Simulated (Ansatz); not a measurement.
Stepwise reaction of `[SH][Ge]([SH])([SH])[SH]` with hydrogen, as a gas-phase model of exchange steps in deposition or etching. ΔE in kJ/mol; ΔG adds harmonic PBE0-D4 terms to CCSD(T)/CBS, at 1 bar.

Isolated molecules relaxed with PBE0-D4/def2-TZVP in Ansatz; ΔE leaves out vibrations. CBS: MP2 limit from def2 TZ/QZ plus the TZ coupled-cluster correction, frozen cores. This one scheme is used for every species. Functionals use def2-TZVPP. B3LYP here is the variant with VWN-RPA as its local correlation; programs differ in this. For Ge outer-core shells are correlated without core-valence functions, which leaves a few kJ/mol of doubt a bond. Scalar relativity is left out up to krypton. Each species was taken in one conformer, which may not be the lowest.

| step | reaction | PBE-D4 | B3LYP-D4 | ωB97M-V | CCSD(T)/CBS | ΔG(600 K) |
| --- | --- | --- | --- | --- | --- | --- |
| 1 | `[SH][Ge]([SH])([SH])[SH]` + H₂ → `[SH][GeH]([SH])[SH]` + H₂S | 42.1 | 38.4 | 33.5 | 36.0 | 21.4 |
| 2 | `[SH][GeH]([SH])[SH]` + H₂ → `[SH][GeH2][SH]` + H₂S | 39.5 | 35.7 | 32.4 | 34.8 | 20.2 |
| 3 | `[SH][GeH2][SH]` + H₂ → `[SH][GeH3]` + H₂S | 35.0 | 29.9 | 27.2 | 29.6 | 21.4 |
| 4 | `[SH][GeH3]` + H₂ → GeH₄ + H₂S | 25.6 | 21.5 | 20.6 | 22.5 | 25.2 |

Problem. By hand: ΔE of the 4 steps together at CCSD(T)/CBS.

Solution. (36.0) + (34.8) + (29.6) + (22.5) = 122.9 kJ/mol, or 30.7 kJ/mol a step.

In ΔE step 4 is the lowest and step 1 the highest. All are uphill at CCSD(T)/CBS. ΔG lies between 20.2 and 25.2 kJ/mol a step. PBE-D4 differs from CCSD(T)/CBS by 3.1 to 6.1 kJ/mol a step. Isolated molecules leave out the surface, adducts and barriers. Largest T1 diagnostic: 0.012.
